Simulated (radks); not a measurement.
Results of a calculation; reference values are marked as such.
Q: All-electron atom: Ni20+ in [He] 2s2 2p4. Level of theory: scalar-relativistic Kohn-Sham, r2SCAN, spin-polarised, spherical densities, finite nucleus; open shells are filled with parallel spins first; meta-GGA in the generalised Kohn-Sham scheme; Fermi nuclear charge, rms radius 3.7757 fm (a radial shooting solver on a logarithmic mesh with Libxc functionals). Some entries of the table are withheld. Estimate them.

orbital  occ.  eigenvalue (hartree)  <r^2> (bohr^2)
1s up       1                   (1)             (2)
1s down     1                   (3)             (4)
2s up       1                   (5)         0.06405
2s down     1                   (6)         0.06472
2p up       3             -63.53414         0.04996
2p down     1             -62.52238         0.05075

A: 
(1) 1s up eigenvalue (hartree): -338.8074
(2) 1s up <r^2> (bohr^2): 0.003921
(3) 1s down eigenvalue (hartree): -338.2916
(4) 1s down <r^2> (bohr^2): 0.003907
(5) 2s up eigenvalue (hartree): -67.82401
(6) 2s down eigenvalue (hartree): -67.04007
